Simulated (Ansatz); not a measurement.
Ansatz (a first-principles code) input (PBE0/def2-TZVPD):

Ansatz 0.2 input:
```yaml
crystal:
  periodic: [false, false, false]
  atoms:
    - {symbol: F, position_ang: [-2.28438104, 0.89211380, -0.55322820]}
    - {symbol: Si, position_ang: [-1.30877206, -0.21792542, 0.19425553]}
    - {symbol: Si, position_ang: [1.07689898, -0.08226213, -0.54454403]}
    - {symbol: F, position_ang: [1.52699693, -1.39324367, 0.41842209]}
    - {symbol: F, position_ang: [1.52588462, 1.14490495, 0.51496513]}
    - {symbol: H, position_ang: [-1.97530295, -1.52681876, -0.16646086]}
    - {symbol: H, position_ang: [-1.69497845, -0.06453133, 1.64906848]}
basis:
  gaussian:
    orbitals: def2-TZVPD
hamiltonian:
  xc: {name: PBE0}
total_charge: -1
output: {forces: true}
```

End of the output:

```
mean field evaluation 4: about -23933.8429 eV, gradient 7.2e-1 eV
mean field evaluation 8: about -23933.8795 eV, gradient 1.3e-1 eV
mean field evaluation 16: about -23933.8796 eV, gradient 7.0e-5 eV
mean field -23933.87955584 eV, -879.5538507109 hartree, gradient 7.0e-5 eV, S^2 0.000000; 0 other end points of the search recorded, 0 dependent functions left out
the calculation of the forces begins
reference -23933.87960096 eV, -879.5538523692 hartree; 29, 29 occupied and 195, 195 virtual orbitals, 1285 factors
Total energy: -23933.87960096 eV, -879.5538523692 hartree
Atom 0 at    -2.284381     0.892114    -0.553228 Å, force     0.131038    -0.129415     0.091823 eV/Å
Atom 1 at    -1.308772    -0.217925     0.194256 Å, force    -0.032940     0.131530    -0.164262 eV/Å
Atom 2 at     1.076899    -0.082262    -0.544544 Å, force    -0.046083    -0.017833     0.371159 eV/Å
Atom 3 at     1.526997    -1.393244     0.418422 Å, force    -0.038980     0.184192    -0.144787 eV/Å
Atom 4 at     1.525885     1.144905     0.514965 Å, force    -0.038362    -0.170900    -0.158758 eV/Å
Atom 5 at    -1.975303    -1.526819    -0.166461 Å, force     0.006794    -0.021490    -0.021957 eV/Å
Atom 6 at    -1.694978    -0.064531     1.649068 Å, force     0.018533     0.023916     0.026783 eV/Å
Dipole moment:    -0.288875    -0.006865     0.176714 e Å
```

It need not be the lowest isomer of its formula. Whether it binds its extra electron was not tested at this geometry.
